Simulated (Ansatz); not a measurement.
Relaxation of BrCl$_{2}$H$_{2}$In (6 atoms, charge 0, multiplicity 1), to a largest force component of 0.03 eV/Å in at most 50 steps.

Computed with RKS PBE0-D4/def2-SVP in Ansatz.

```xyz
6
Properties=species:S:1:pos:R:3:forces:R:3
In -0.798 -0.558 0.066 0.74 0.02 0.99
H 1.522 1.277 -0.580 -0.09 1.03 -2.32
Cl -0.365 -2.044 -1.663 -0.01 0.00 0.00
Cl -2.549 0.957 -0.084 0.00 0.00 0.00
H 1.539 0.987 0.062 0.09 -0.96 2.19
Br 0.651 -0.619 2.199 -0.74 -0.08 -0.86
```

Question: Where does it end, and by what steps?

Answer: The run converged. After 7 steps the energy has fallen by 0.212 eV; H2 moved furthest, 0.41 Å.

```
step  energy less start (eV)  largest force component (eV/Å)  accepted
   0                  0.0000                           2.323       yes
   1                 -0.1470                           0.921       yes
   2                 -0.1883                           0.072       yes
   3                 -0.1915                           0.147       yes
   4                 -0.2026                           0.465       yes
   5                 -0.2047                           0.160       yes
   6                 -0.2113                           0.110       yes
   7                 -0.2117                           0.005       yes
```

```xyz
6
Properties=species:S:1:pos:R:3
In -0.626 -0.516 0.183
H 1.187 1.158 -0.788
Cl -0.165 -1.921 -1.612
Cl -2.280 1.098 -0.076
H 1.450 1.061 -0.076
Br 0.434 -0.881 2.370
```

Whether the end is a true minimum wasn't checked by a vibrational analysis.

Run time: 15 s on 2 threads of Intel(R) Xeon(R) 6975P-C (Granite Rapids) (shared host), peak memory 0.3 GiB.
